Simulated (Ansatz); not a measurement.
A made-up structure of GaH$_{4}$SO (charge +1), closed shell:

O1  (1.967, -0.124, -0.594)
Ga2  (0.260, -0.011, 0.686)
S3  (-1.255, 0.072, -0.624)
H4  (-1.140, 0.056, -1.978)
H5  (-2.568, 0.154, -0.279)
H6  (-0.433, 0.041, 2.050)
H7  (2.583, -0.157, 0.155)
(Å)

It is relaxed with PBE-D4/def2-SVP and then PBE0-D4/def2-TZVP (Ansatz 0.2.0). Atoms count as bonded within 1.22 times the sum of their covalent radii (H–H: 0.88 Å). The end point is not checked to be a true minimum.

(1) Does its bonding change? (Judge from chemistry; the calculation decides.)

## Answers

(1) Computed: No: no bond forms or breaks.

Where it ends: The first stage lowers the energy by 2.54 eV in 15 steps. It ends as GaH₄SO ([OH][GaH][SH2]), total charge +1:
O1  (1.520, -0.122, -0.402)
Ga2  (0.275, 0.058, 0.798)
S3  (-1.434, 0.683, -0.793)
H4  (-0.863, -0.006, -1.805)
H5  (-2.351, -0.267, -0.513)
H6  (-0.153, 0.014, 2.264)
H7  (2.420, -0.328, -0.132)
(Å)

Labels in which every atom is bracketed show which atoms are joined, not bond orders.

For scale, one of the runs: PBE0-D4/def2-TZVP relaxation, 140 basis functions, launched by `ansatz run in.yaml --threads 2 --pin off --events-out ev --progress --plain --max-ram 4352MiB`. The run took about 41 s on 2 CPU threads of an Arm Neoverse V1 (shared host).
